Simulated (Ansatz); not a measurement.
**GeS (germanium sulfide): the energy, rung by rung**

The species is GeS (2 atoms), meant as a singlet with charge 0. SMILES: `[S+]#[Ge-]`. Geometry: the measured bond length.

```xyz
2

S     0.0000    0.0000    0.0000
Ge    0.0000    0.0000    2.0121
```

Quantity: the energy change with the S1–Ge2 bond stretched from 2.012 to 5.030 Å, in eV. The values are calculated.

```json
{"level": "HF/STO-3G (restricted)", "kind": "Hartree–Fock", "program": "Ansatz", "value (eV)": "8.63", "less FCI/STO-3G": "+2.24", "CPU time (all runs)": "0.6 s"}
{"level": "PBE/STO-3G (unrestricted)", "kind": "GGA", "program": "Ansatz", "value (eV)": "8.16", "less FCI/STO-3G": "+1.77", "CPU time (all runs)": "33 s"}
{"level": "CCSD(T)/STO-3G (unrestricted)", "kind": "coupled cluster or CI", "program": "Ansatz", "value (eV)": "6.37", "less FCI/STO-3G": "-0.02", "CPU time (all runs)": "4.2 s"}
{"level": "FCI/STO-3G", "kind": "exact in the basis", "program": "Ansatz", "value (eV)": "6.39", "less FCI/STO-3G": "0.00", "CPU time (all runs)": "6 s"}
```

FCI/STO-3G is exact within its basis and frozen core, so for wave-function methods in that basis the difference is their error; functionals converge differently with the basis, so for them it is only a difference. A spin-restricted reference rises too steeply as a bond breaks; here HF/STO-3G lie well above the multireference or unrestricted value. All-electron rows without a relativistic Hamiltonian named are non-relativistic. The first shape isn't each level's own minimum. The values span 6.37 to 8.63 eV. Spin contamination of the reference (⟨S²⟩ at least 0.1 too high) touches PBE/STO-3G, CCSD(T)/STO-3G. All rows use very small basis sets, so none should be taken for the real molecule's value. In the correlated wave-function rows the outer d shell of Ge is correlated, in sets not made for it. In so small a basis fixed costs decide the times, and correlated methods can beat functionals. Times are those of the runs behind each value, whatever else they computed, on shared processors of several kinds: orders of magnitude only.
